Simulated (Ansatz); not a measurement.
Basis-set extrapolation for `CB[SiH2]SC` (PBE0-D4/def2-TZVP geometry, frozen core, the Gaussian-basis code of Ansatz). Multiplicity 1, RHF reference.

|  | def2-TZVPP | def2-QZVPP |
| --- | --- | --- |
| HF | -792.191385 | -792.216557 |
| MP2 correlation | -0.754541 | -0.808573 |
| CCSD(T) correlation | -0.860620 | not run |

Energies in hartree. Use E(X) = E(∞) + A·exp(−7.88·√X) for Hartree–Fock and E(X) = E(∞) + B·X^(−2.97) for correlation, with X = 3 and 4, and add CCSD(T) minus MP2 of the smaller set to the MP2 limit.

**Question.** What is the CCSD(T) energy at the basis-set limit?

**Answer.** HF limit: -792.216557 + (-0.025172) × 0.13774 = -792.22002. MP2 limit: -0.808573 + (-0.054032) × 0.74074 = -0.84860. Higher-order term: -0.860620 − (-0.754541) = -0.10608. Total: -793.17470 hartree, 322.1 kJ/mol below CCSD(T)/def2-TZVPP.
